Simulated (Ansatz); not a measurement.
`C#[C][GeH2][CH3]` + `CCF` → `C#CCCF` + `[CH3][GeH3]` at 400 K and 1 bar (formal exchange of groups at a C–Ge bond).

Computed with Ansatz on PBE0-D4/def2-TZVP structures; ΔE is electronic, products minus reactants. CCSD(T)/CBS is the MP2 limit (def2-TZVPP, def2-QZVPP) plus CCSD(T) − MP2 in def2-TZVPP, frozen cores. For Ge outer-core shells are correlated without core-valence functions, which leaves a few kJ/mol of doubt a bond. Scalar relativity is left out up to krypton. Each species was taken in one conformer, which may not be the lowest.

```csv
species,CCSD(T)/CBS energy (Eh),H − E (kJ/mol),S (J/(mol·K))
`C#[C][GeH2][CH3]`,-2193.82018,217.8,362.7
`CCF`,-178.90141,197.7,282.3
`C#CCCF`,-254.93558,231.3,337.1
`[CH3][GeH3]`,-2117.76728,178.0,291.9
```

H − E and S are ideal-gas, rigid-rotor, harmonic terms from PBE0-D4/def2-TZVP, for one conformer and one mirror image of each species. 1 Eh = 2625.50 kJ/mol, R = 8.31446 J/(mol·K).

By hand: ΔE, ΔH, ΔS and ΔG.

ΔE = (-254.93558) + (-2117.76728) − (-2193.82018) − (-178.90141) = 0.01873 Eh = 49.2 kJ/mol. Δ(H − E) = 231.3 + 178.0 − 217.8 − 197.7 = -6.2, so ΔH = 43.0 kJ/mol. ΔS = 337.1 + 291.9 − 362.7 − 282.3 = -16.0 J/(mol·K). ΔG = 43.0 − 400 × (-16.0)/1000 = 49.4 kJ/mol.

By hand: the equilibrium constant, and the temperature at which ΔG would vanish if ΔH and ΔS stayed fixed.

log₁₀ K = −ΔG/(RT ln 10) = -6.5. ΔH and −TΔS have one sign here, so there is no such temperature.

ΔH outweighs TΔS. A doubt of 5 kJ/mol in ΔE shifts log₁₀ K by 0.7 here. Other conformers and mirror images would add mixing entropy, several J/(mol·K) or more a flexible species. These are equilibria of isolated gas molecules and say nothing of rates. Largest T1 diagnostic: 0.012 (customary marks: 0.02 for closed shells, 0.045 for open ones).
